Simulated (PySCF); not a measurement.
## C7H10Cl: g tensor and hyperfine couplings

C7H10Cl (doublet state).
Geometry (GFN2-xTB, Å), atoms numbered from 1 in this order:
```xyz
18
C7H10Cl angstrom
Cl     2.8342    0.6325   -1.4582
C      2.0171    0.5545    0.1230
C      1.8851   -0.7129    0.8046
C      0.6571   -0.1331    0.2640
C     -0.0619   -0.7501   -0.9354
C     -1.5517   -0.5541   -0.6538
C     -1.5930    0.7154    0.1927
C     -0.4048    0.5365    1.1336
H      2.1829    1.4807    0.6557
H      2.3589   -1.6525    0.6143
H      0.2023   -1.7984   -1.0759
H      0.2362   -0.2066   -1.8346
H     -2.1364   -0.4709   -1.5685
H     -1.9375   -1.3941   -0.0743
H     -2.5331    0.8356    0.7283
H     -1.4374    1.5897   -0.4408
H     -0.6695   -0.1398    1.9494
H     -0.0572    1.4740    1.5643
```

The hyperfine couplings belong to this conformer and change with its torsions.

As a line formula: `Cl[C@@H]1[CH]C12CCCC2` [radical].

Method: UKS B3LYP, pcH-1 on C Cl H, non-relativistic, mean-field spin-orbit, GIAO in PySCF. One conformer (not necessarily the lowest) at the GFN2-xTB geometry, without solvent, vibrations or thermal averaging. A GFN2-xTB geometry isn't a minimum of the functional, and hyperfine couplings can be far from their values at a DFT geometry. Stability of the SCF solution: not tested.

```json
{
 "g1, g2, g3": "2.00151, 2.00244, 2.00416",
 "g_iso": "2.00270",
 "Form of g": "rhombic: the two nearest values differ by 35 % of g3 − g1",
 "⟨S²⟩": "0.7535 (exact 0.7500)",
 "Total energy": "-732.88657 Eh",
 "Basis functions": "310"
}
```

Isotropic coupling and dipolar principal values T1 to T3, in MHz:

```csv
atom,isotope,a_iso,of which spin–orbit,T1,T2,T3,Mulliken spin population
Cl1,35Cl,11.8,0.2,-10.5,-7.8,18.3,0.04
C2,13C,-15.9,0.0,-6.4,1.1,5.2,-0.03
C3,13C,237.9,-0.1,-72.3,-69.6,141.8,0.92
C4,13C,-18.3,0.0,-7.3,-2.0,9.4,-0.01
C5,13C,20.4,0.0,-4.1,-3.7,7.8,0.03
C6,13C,-1.2,0.0,-0.6,-0.4,1.1,0.00
C7,13C,-1.5,0.0,-0.7,-0.5,1.2,0.00
C8,13C,35.1,0.0,-5.0,-4.7,9.6,0.04
H9,1H,67.1,0.0,-6.6,-2.8,9.4,0.03
H10,1H,-23.0,0.0,-32.4,-3.8,36.2,-0.02
H11,1H,5.5,0.0,-4.1,-2.1,6.1,0.00
H12,1H,14.2,0.0,-3.3,-0.5,3.8,0.01
H13,1H,3.5,0.0,-1.1,-0.6,1.7,0.00
H14,1H,0.1,0.0,-1.3,-1.0,2.3,0.00
H15,1H,2.8,0.0,-1.1,-0.6,1.7,0.00
H16,1H,0.0,0.0,-1.2,-1.0,2.2,0.00
H17,1H,0.6,0.0,-4.5,-1.6,6.1,0.00
H18,1H,-2.4,0.0,-3.8,-2.2,5.9,0.00
```

The largest Mulliken spin population is on C3 (+0.92). The angles at C3 add up to 324.7°, so it is pyramidal.

Axes: g1 points within 10° of the C3–C4 bond.

Under fast tumbling the dipolar parts average out, and these isotropic splittings remain (the largest six): 1 × 1H (H9, I = 1/2, 2 lines) with 2.39 mT, 1 × 1H (H10, I = 1/2, 2 lines) with 0.82 mT, 1 × 1H (H12, I = 1/2, 2 lines) with 0.51 mT, 1 × 35Cl (Cl1, I = 3/2, 4 lines) with 0.42 mT, 1 × 1H (H11, I = 1/2, 2 lines) with 0.20 mT and 1 × 1H (H13, I = 1/2, 2 lines) with 0.13 mT.

Main isotope only: 35Cl (natural samples also hold 24 % 37Cl, magnetic too, which adds its own pattern).

The 13C coupling of C3 (237.9 MHz) shows only in satellite lines or after enrichment, since that isotope makes up about 1.07 % of natural carbon.

β density exceeds α density at some nuclei, such as C4 (-0.0163), C2 (-0.0142) and H10 (-0.0051), spin density in bohr⁻³. In a single determinant that takes different orbitals for the two spins, that is spin polarisation.

Time: 2.2 min wall (with the writing of density and orbital grids); peak memory 0.97 GiB. Hardware: one thread of an Arm Neoverse V1, shared host with 32 logical CPUs at a one-minute load of 29.
